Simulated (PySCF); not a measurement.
## Exercise with solution: oscillator strength and radiative lifetime

C₂H₅FOSi₂, SMILES C1=C[SiH2][Si@@H](O1)F.

Geometry: TPSSh-D3(BJ)/def2-SVP. The structure was generated by enumeration; whether it is a known compound was not checked.

PySCF with TDA-ωB97X/def2-SVPD puts the first singlet state with f over 0.02 at 5.83 eV (vertical), with the transition dipole (0.310, 0.728, 0.280) in atomic units.

Problem. Find the oscillator strength, the wavelength and the radiative lifetime that this transition would have in vacuum if emission retraced absorption.

Solution. 
|μ|² = 0.7045 au, so |μ| = 2.13 D. ΔE = 5.83/27.211 = 0.2142 hartree. f = (2/3) ΔE |μ|² = 0.101 (the program prints 0.101).
λ = 1239.84/5.83 = 213 nm; ν = 47022 cm⁻¹.
Einstein's coefficient A = 0.6670 ν² f s⁻¹ (ν in cm⁻¹) = 1.5e8 s⁻¹, so τ = 1/A = 6.7 ns. This state is S1. The figure is the radiative limit of this one transition; relaxation, internal conversion, crossing to triplets and a medium change what is measured.
